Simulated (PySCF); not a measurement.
A structure optimised at B3LYP-D3(BJ)/def2-SVP, used in a PySCF frequency run:

```
C
H 1 1.1060
H 1 1.1060 2 107.09
C 1 1.5454 2 112.61 3 -124.32
O 4 1.1995 1 127.98 2 60.61
C 1 1.5454 2 112.61 3 124.32
O 6 1.1995 1 127.98 2 -60.61
Si 4 1.9766 5 138.28 1 180.00
H 8 1.4907 4 117.16 5 67.62
H 8 1.4907 9 110.72 4 137.94
```
Charge 0, spin multiplicity 1.

Task: Write its SMILES, formula and point group.

Result: O=C1CC(=O)[SiH2]1, C3H4O2Si, C2v

Task: What are its rotational constants (standard atomic weights)?

Result: 5.0628, 2.3494, 1.6533 GHz
